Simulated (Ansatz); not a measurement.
Coupled-cluster run, `CN[BH][SnH3]`.

```yaml
crystal:
  periodic: [false, false, false]
  atoms:
    - {symbol: C, position_ang: [-0.412641, 2.153273, 0.345639]}
    - {symbol: N, position_ang: [-0.415402, 0.709876, 0.228367]}
    - {symbol: B, position_ang: [0.614526, -0.080518, -0.242990]}
    - {symbol: Sn, position_ang: [0.358403, -2.310784, -0.325803]}
    - {symbol: H, position_ang: [-0.558677, 2.466653, 1.383382]}
    - {symbol: H, position_ang: [-1.204412, 2.601618, -0.261450]}
    - {symbol: H, position_ang: [0.547305, 2.534839, 0.000055]}
    - {symbol: H, position_ang: [-1.278143, 0.284388, 0.533793]}
    - {symbol: H, position_ang: [1.624453, 0.459278, -0.596928]}
    - {symbol: H, position_ang: [0.485950, -2.944511, -1.911273]}
    - {symbol: H, position_ang: [1.507070, -3.156509, 0.621126]}
    - {symbol: H, position_ang: [-1.191331, -2.772804, 0.260085]}
basis:
  gaussian: {orbitals: def2-TZVPP}
correlation: {method: ccsd_t}
output: {orbitals: {seedname: orbitals}}
```

```sh
$ ansatz run in.yaml --threads 4 --pin off --events-out ev --progress --plain --max-ram 10444MiB
```

Output of Ansatz, abridged:

```
Functional definition: HF
1642 factors; integrals over basis functions are off by at most 1.1e-3 eV
mean field evaluation 1: about -9114.1721 eV, gradient 3.3e1 eV
mean field evaluation 2: about -9114.3348 eV, gradient 3.3e1 eV
mean field evaluation 4: about -9117.3417 eV, gradient 4.3e0 eV
mean field evaluation 8: about -9117.4017 eV, gradient 1.7e-1 eV
mean field -9117.40188445 eV, -335.0583392565 hartree, gradient 2.7e-6 eV, S^2 0.000000; 0 other end points of the search recorded, 0 dependent functions left out
7 core orbitals not correlated: weight in the atoms' cores, before any rotation towards them, 1.000 or more for the frozen orbitals, at most 0.000 for the correlated occupied ones
reference -9117.40188445 eV, -335.0583392565 hartree; 17, 17 occupied and 231, 231 virtual orbitals, 1642 factors
second order -22.66308420 eV of doubles, -0.00000000 eV of singles
cycle   1  -23.02656780 eV  change   -3.6e-1 eV  update   1.1e-1
cycle   2  -23.65031853 eV  change   -6.2e-1 eV  update   3.2e-2
cycle   3  -23.74926769 eV  change   -9.9e-2 eV  update   1.7e-2
cycle   4  -23.73572872 eV  change    1.4e-2 eV  update   5.1e-3
cycle   5  -23.73465402 eV  change    1.1e-3 eV  update   2.5e-3
cycle   6  -23.73500237 eV  change   -3.5e-4 eV  update   7.5e-4
cycle   7  -23.73477867 eV  change    2.2e-4 eV  update   2.5e-4
cycle   8  -23.73483267 eV  change   -5.4e-5 eV  update   8.7e-5
cycle   9  -23.73487215 eV  change   -3.9e-5 eV  update   2.7e-5
perturbative correction -0.82169365 eV, -0.0301966847 hartree
Total energy: -9141.95845025 eV, -335.9607764048 hartree
```

It took 3.6 min on 4 threads of an Arm Neoverse V2 on a shared host, with 6.3 GiB of host memory at the peak.

Correlation energy per correlated electron: -0.722 eV. T1 diagnostic: 0.0137.
